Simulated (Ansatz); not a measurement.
Ansatz (an electronic-structure program) input (CCSD(T)/def2-SVPD):

Ansatz 0.2 input:
```yaml
crystal:
  periodic: [false, false, false]
  atoms:
    - {symbol: Au, position_ang: [-0.00000000, -0.00000000, -0.43695199]}
    - {symbol: Cl, position_ang: [0.00000000, 0.00000000, 2.03054158]}
basis:
  gaussian:
    orbitals: def2-SVPD
total_charge: -1
magnetization: {spin_polarized: true, initial_magnetization: 1}
correlation: {method: ccsd_t, electrons: outside_noble_gas}
output: {forces: true}
```

Output:

```
Functional definition: HF
integrals: 0.05 GiB planned
572 factors; integrals over basis functions are off by at most 6.1e-4 eV
mean field: 0.15 GiB planned
mean field evaluation 1: about -16168.8687 eV, gradient 8.8e0 eV
mean field evaluation 2: about -16168.8803 eV, gradient 8.7e0 eV
mean field evaluation 4: about -16169.6403 eV, gradient 1.8e0 eV
mean field evaluation 8: about -16169.7531 eV, gradient 2.2e-1 eV
mean field evaluation 16: about -16167.1252 eV, gradient 1.8e0 eV
mean field evaluation 32: about -16169.5170 eV, gradient 4.7e0 eV
mean field evaluation 64: about -16169.7558 eV, gradient 1.9e-6 eV
mean field evaluation 96: about -16165.4521 eV, gradient 9.7e0 eV
mean field evaluation 128: about -16166.3999 eV, gradient 4.2e-1 eV
mean field evaluation 160: about -16166.9418 eV, gradient 3.2e-4 eV
mean field evaluation 192: about -16167.2807 eV, gradient 2.0e-3 eV
mean field evaluation 224: about -16167.2110 eV, gradient 8.6e-4 eV
mean field evaluation 256: about -16163.9069 eV, gradient 7.4e-1 eV
mean field evaluation 288: about -16163.6818 eV, gradient 3.1e0 eV
mean field evaluation 320: about -16166.4206 eV, gradient 1.3e-2 eV
mean field evaluation 352: about -16165.9151 eV, gradient 1.9e0 eV
mean field evaluation 384: about -16167.2789 eV, gradient 3.8e-1 eV
mean field -16169.75582477 eV, -594.2275663061 hartree, gradient 1.9e-6 eV, S^2 0.760958; 6 other end points of the search recorded, 0 dependent functions left out
determinant -16169.75582477 eV, -594.2275663061 hartree, with singles and doubles -16181.35480323 eV, -594.6538209024 hartree
determinant -16167.28074160 eV, -594.1366086774 hartree, with singles and doubles -16178.80658262 eV, -594.5601755224 hartree
determinant -16167.21095698 eV, -594.1340441397 hartree, with singles and doubles -16178.72999970 eV, -594.5573611518 hartree
determinant -16166.94183161 eV, -594.1241539650 hartree, with singles and doubles -16178.32739329 eV, -594.5425656392 hartree
determinant -16166.42061924 eV, -594.1049997636 hartree, with singles and doubles -16177.64082132 eV, -594.5173345846 hartree
9 core orbitals not correlated
reference -16169.75582477 eV, -594.2275663061 hartree; 10, 9 occupied and 43, 44 virtual orbitals, 572 factors
densities: 0.26 GiB planned
second order -11.64878088 eV of doubles, -0.00000000 eV of singles
coupled cluster: 0.22 GiB planned
cycle   1  -11.60217798 eV  change   -3.2e-3 eV  update   3.6e-3
cycle   2  -11.60472385 eV  change   -2.5e-3 eV  update   2.8e-3
cycle   3  -11.60469675 eV  change    2.7e-5 eV  update   1.5e-3
cycle   4  -11.60459230 eV  change    1.0e-4 eV  update   6.5e-4
cycle   5  -11.60533648 eV  change   -7.4e-4 eV  update   1.9e-4
cycle   6  -11.60561281 eV  change   -2.8e-4 eV  update   8.1e-5
cycle   7  -11.60564535 eV  change   -3.3e-5 eV  update   2.6e-5
cycle   8  -11.60564695 eV  change   -1.6e-6 eV  update   1.3e-5
cycle   9  -11.60564096 eV  change    6.0e-6 eV  update   4.6e-6
cycle  10  -11.60564293 eV  change   -2.0e-6 eV  update   1.7e-6
cycle  11  -11.60564404 eV  change   -1.1e-6 eV  update   7.1e-7
perturbative correction -0.31369233 eV, -0.0115279806 hartree
the calculation of the forces begins
Total energy: -16181.67516115 eV, -594.6655938387 hartree
Atom 0 at    -0.000000    -0.000000    -0.436952 Å, force    -0.000000     0.000000    -0.233755 eV/Å
Atom 1 at     0.000000     0.000000     2.030542 Å, force    -0.000000    -0.000000     0.233755 eV/Å
Dipole moment:     0.000000     0.000000    -0.741180 e Å
```

The spin state was set by rule; other spins were not relaxed.
